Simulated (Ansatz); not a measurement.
Ge nanocrystals, cubic, H-capped: gap (eV) against size, from Ansatz at r2SCAN-D4/def2-TZVP, gas phase, singlets. N counts the atoms other than H and halogen caps. The structures are stationary points that may keep the symmetry of their start.

| species | geometry | N | N^(−1/3) | gap (eV) |
| --- | --- | --- | --- | --- |
| Ge10H16 | PBE-D4/def2-SVP | 10 | 0.464 | 5.42 |
| Ge13H20 | PBE-D4/def2-SVP | 13 | 0.425 | 4.96 |
| Ge14H20 | PBE-D4/def2-SVP | 14 | 0.415 | 4.86 |
| Ge20H30 | PBE-D4/def2-SVP | 20 | 0.368 | 4.24 |

**Question.** Fit a straight line in N^(−1/3) and predict the value for Ge19H28 (N = 19, PBE-D4/def2-SVP geometry).

**Answer.** With x = N^(−1/3) and y = gap (eV): mean x = 0.418, mean y = 4.87; Σ(x − x̄)(y − ȳ) = 0.05746, Σ(x − x̄)² = 0.004674; slope b = 12.29, intercept a = ȳ − b·x̄ = -0.2672. The residuals of the fitted rows reach 0.03. At x = 0.375 the line gives -0.2672 + (12.29 × 0.375) = 4.34; the run gave 4.42, 0.08 more than the line. R² of the fitted rows is 1.00. The intercept is negative, so the line can't be carried to infinite size. The gap is the Kohn–Sham HOMO–LUMO difference.
